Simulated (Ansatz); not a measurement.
BClFH4NSi, SMILES `N[SiH](Cl)BF`, relaxed with RKS PBE-D4/def2-SVP in Ansatz 0.2.0 from a rough embedded geometry. The force threshold is 0.03 eV/Å; the program also tests the step.

Charge 0, multiplicity 1.

Start:

```xyz
9

N     1.256    0.443   -0.997
Si   -0.450    0.239   -0.523
Cl   -1.336    2.118   -0.262
B    -0.602   -0.709    1.075
F    -0.045   -0.233    2.349
H     1.752    0.915   -0.116
H     1.700   -0.508   -1.020
H    -1.108   -0.455   -1.630
H    -1.168   -1.809    1.125
```

Question: By how much does the energy fall, and how many steps does the optimiser take? (An estimate is asked.)

Answer: The calculation gave: 91.95 kJ/mol, in 18 steps, 2 of them rejected.

Question: Which bonds change most? (Estimate.)

Answer: Ansatz gave: Si2–B4 from 1.864 to 2.030 Å; B4–F5 from 1.470 to 1.336 Å; N1–H6 from 1.116 to 1.024 Å; N1–Si2 from 1.782 to 1.731 Å.

Question: Give the relaxed structure. (Estimate.)

Answer: Ansatz gave: 
```xyz
9

N     1.361    0.238   -0.776
Si   -0.343    0.035   -0.553
Cl   -1.483    1.828   -0.401
B    -0.726   -0.737    1.285
F     0.199   -0.600    2.239
H     1.914    0.592    0.009
H     1.741    0.573   -1.665
H    -0.880   -0.677   -1.759
H    -1.783   -1.253    1.620
```
